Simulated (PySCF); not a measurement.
IO: one state, many levels of theory

State: ²Π (doublet), unpaired electrons π ↑. Set-up: I aug-cc-pVDZ-PP with ECP28, O aug-cc-pVDZ; scalar-relativistic core potentials (PySCF 2.14). De refers to I + O in their high-spin ground configurations, without counterpoise correction. The functionals are run spin-unrestricted. A positive dipole means I(−)O(+). Levels whose curve was spin-contaminated or gave no clean fit are not listed.

```tsv
Level	Re (Å)	ωe (cm⁻¹)	De (eV)	μ (D)
PBE	1.931	666	3.03	-2.45
BLYP	1.951	639	2.87	-2.51
r²SCAN	1.923	668	2.55	-2.26
PBE0	1.913	675	2.32	-2.26
HSE06	1.916	670	2.33	-2.27
BHandHLYP	1.926	640	1.64	-2.05
B2PLYP	1.917	653	2.21	-1.97
```

The bond length runs from 1.913 Å (PBE0) to 1.951 Å (BLYP). De spans 1.64 eV (BHandHLYP, global hybrid GGA) to 3.03 eV (PBE, GGA).

Correlated steps freeze 5 core orbitals. Spin–orbit coupling is left out, which matters for elements this heavy, above all for dissociation energies. B2PLYP dipoles, levels and charges come from its SCF part alone. The state is the lowest determinant that a PBE0 search found; another state may lie lower at other levels.

The whole job (state search and all levels along the bond) took about 1.8 min on 1 thread of Arm Neoverse V2 (shared host), peak memory 0.76 GiB.
